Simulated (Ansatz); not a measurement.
Ideal-gas functions of AlB2H5O, SMILES `[BH2][AlH][BH]O` at 800 K and 1 bar, from an Ansatz frequency run at PBE0-D4/def2-TZVP.

Molar mass 69.64 g/mol, point group C1 (symmetry number 1), electronic degeneracy 1, moments of inertia 37.976, 201.873, 219.628 u Å². Harmonic wavenumbers (cm⁻¹, unscaled): 62, 114, 161, 260, 343, 437, 473, 553, 577, 632, 851, 877, 984, 1144, 1183, 1324, 1860, 2486, 2548, 2620, 3832.

Use S(trans) = R[1.5 ln M + 2.5 ln T − 1.1517]; rotational temperatures θ = 24.2544 K / I; S(rot) = R[ln(√π/σ · √(T³/θAθBθC)) + 1.5]; for each mode x = 1.438777 ν̃/T, S = R[x/(eˣ − 1) − ln(1 − e⁻ˣ)] and H = RT x/(eˣ − 1); 1 cm⁻¹ = 0.0119627 kJ/mol; R = 8.31446 J/(mol·K).

**Question.** By hand: the entropy, in J/(mol·K).

**Answer.** Translation 182.3. Rotation: θ = 0.6387, 0.1201, 0.1104 K, giving 120.4. Vibration, mode by mode: 26.56, 21.50, 18.65, 14.71, 12.46, 10.53, 9.91, 8.69, 8.37, 7.68, 5.54, 5.34, 4.58, 3.64, 3.45, 2.82, 1.31, 0.53, 0.48, 0.43, 0.07, in all 167.2. Electronic 0.0. Sum 469.9 J/(mol·K).

**Question.** By hand: H − E and G − E in kJ/mol, counted from the electronic energy.

**Answer.** Zero-point energy ½ × 23321 × 0.0119627 = 139.5; thermal vibration 63.2; translation, rotation and pV give 4 RT = 26.6. H − E = 229.3 kJ/mol, and G − E = 229.3 − 800 × 469.9/1000 = -146.6 kJ/mol.

Vibration gives 36 % of the entropy, 48.1 J/(mol·K) of it from the modes under 150 cm⁻¹: soft modes count most, and the harmonic formula is weakest for them. The sum counts one conformer and one mirror image; others add a mixing term.
